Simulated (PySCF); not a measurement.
# CdTe⁺ at PBE0

Computed with PBE0; basis Cd def2-SVP with ECP28, Te def2-SVP with ECP28; scalar-relativistic core potentials; PySCF 2.14.

| Item | Value |
| --- | --- |
| state | ⁴Σ⁻ (quartet), unpaired electrons σ ↑, π ↑↑, a second solution, started from another occupation |
| bond length | 3.071 Å |
| harmonic wavenumber | 101 cm⁻¹ |
| force constant | 0.367 mdyn/Å |
| rotational constant Be | 0.02945 cm⁻¹ |
| anharmonicity ωexe | 0.388 cm⁻¹ |
| vibration–rotation constant αe | 0.000138 cm⁻¹ |
| energy of the minimum from ground-state Cd⁺ + Te | -1.63 eV |
| bond order (Mayer) | 0.61 |
| dipole moment (positive dipole points towards Te; it is taken about the centre of mass and depends on that origin) | -0.66 D |

Spin–orbit coupling is left out, which matters for elements this heavy, above all for dissociation energies. For an ion De counts to the pair picked by the measured ionisation energies or electron affinities, which need not be the lowest pair at this level.
